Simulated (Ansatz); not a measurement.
`O[SiH](F)O[SiH2]F` at its PBE0-D4/def2-TZVP geometry, where that method's forces vanish. The species carries charge 0 and has multiplicity 1.

```xyz
10

O     0.3837   -0.6557   -1.9403
Si    1.2720   -0.2958   -0.6343
F     2.0262    1.0884   -0.8345
O     0.3564   -0.1374    0.7008
Si   -1.1113    0.2760    1.2511
F    -2.0365    0.6017   -0.0141
H    -0.4206   -0.1641   -2.1182
H     2.2694   -1.3519   -0.4497
H    -1.7167   -0.8624    1.9697
H    -1.0227    1.5013    2.0694
```

Problem. What forces (eV/Å) does B3LYP-D4/def2-TZVPP give on these atoms in the Gaussian-basis code of Ansatz? (Best estimate.)

Solution. Ansatz gave: 
```
O1  -0.086 -0.017 -0.101
Si2  0.212 -0.252  0.059
F3   0.109  0.190 -0.032
O4   0.022 -0.020  0.045
Si5 -0.061  0.004  0.340
F6  -0.117  0.042 -0.160
H7  -0.039 -0.010 -0.050
H8  -0.064  0.066 -0.016
H9   0.035  0.078 -0.040
H10 -0.012 -0.082 -0.047
```

B3LYP here is the variant with VWN-RPA as its local correlation; programs differ in this.
